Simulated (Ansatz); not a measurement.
A further run on GeI2.

```yaml
crystal:
  periodic: [false, false, false]
  atoms:
    - {symbol: Ge, position_ang: [0.005904, -0.006970, -1.074759]}
    - {symbol: I, position_ang: [2.009442, -0.019768, 0.548684]}
    - {symbol: I, position_ang: [-2.015346, 0.026738, 0.526085]}
basis:
  gaussian: {orbitals: def2-mTZVP}
hamiltonian: {xc: {name: wPBEh}}
scf: {omitted_lower_state_checks: [starts]}
```

```sh
$ ansatz run in.yaml --threads 4 --pin off --events-out ev --progress --plain --max-ram 3916MiB
```

Output, abridged:

```
Functional definition: wPBEh
1006 factors; integrals over basis functions are off by at most 2.2e-4 eV
67 factors; integrals over basis functions are off by at most 6.5e-7 eV
mean field evaluation 1: about -72710.2384 eV, gradient 1.8e1 eV
mean field evaluation 2: about -72707.5667 eV, gradient 3.6e1 eV
mean field evaluation 4: about -72710.9056 eV, gradient 1.2e0 eV
mean field evaluation 8: about -72710.9230 eV, gradient 4.8e-2 eV
mean field evaluation 16: about -72710.9230 eV, gradient 1.1e-5 eV
mean field -72710.92297174 eV, -2672.0771339778 hartree, gradient 1.1e-5 eV, S^2 0.000000; 0 other end points of the search recorded, 0 dependent functions left out
reference -72710.92300118 eV, -2672.0771350598 hartree; 41, 41 occupied and 67, 67 virtual orbitals, 1006 factors
Total energy: -72710.92300118 eV, -2672.0771350598 hartree
Checks for a lower state left out: starts
```

Hardware: 4 threads of Arm Neoverse V2 on a shared host. Wall time 1.2 s.

In the def2 sets I takes a core potential; there is no spin–orbit coupling.
